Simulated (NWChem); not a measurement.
Species: C2H6O2Si; SMILES OC[SiH2]C=O

```xyz
11

O     -0.9579     2.0849     0.2351
C      0.2059     1.8425     0.0221
Si     0.8311     0.0126    -0.0425
C     -0.6825    -1.1303    -0.0963
O     -0.3440    -2.4941     0.0387
H      0.9328     2.6903    -0.1313
H      1.7429    -0.1718    -1.2123
H      1.6260    -0.2421     1.2031
H     -1.4298    -0.7888     0.6467
H     -1.1726    -1.0118    -1.0767
H     -0.0174    -2.6361     0.9332
```
Atoms are numbered in this order, from 1.

Level: PBE0/def2-SVP (NWChem), optimised geometry, unscaled harmonic frequencies. 

```
frequency (cm⁻¹)  IR intensity (km/mol)
----------------  ---------------------
36                                 10.9
87                                  5.1
103                                 1.7
238                                 5.5
313                               137.8
412                                13.8
440                                15.5
562                                 6.3
590                                35.2
724                                12.9
843                                84.9
847                                67.8
913                                17.5
931                                69.5
1102                               99.3
1153                               25.1
1293                                1.4
1377                               49.5
1390                               16.6
1448                                3.4
1814                              114.7
2206                               87.8
2234                               90.8
2841                              167.3
3028                               17.6
3116                                6.0
3883                               42.6
```

| Item | Result |
|---|---|
| zero-point energy | 48.5 kcal/mol |
| thermal correction to the enthalpy at 298.15 K (with zero-point energy) | 53.7 kcal/mol |
| heat capacity Cv | 24.2 cal/(mol K) |
| entropy at 298.15 K and 1 atm (symmetry number 1) | 85.7 cal/(mol K) |
| dipole moment | 1.74 D |

Rigid rotor and harmonic oscillator; modes under 100 cm⁻¹ make the entropy uncertain.
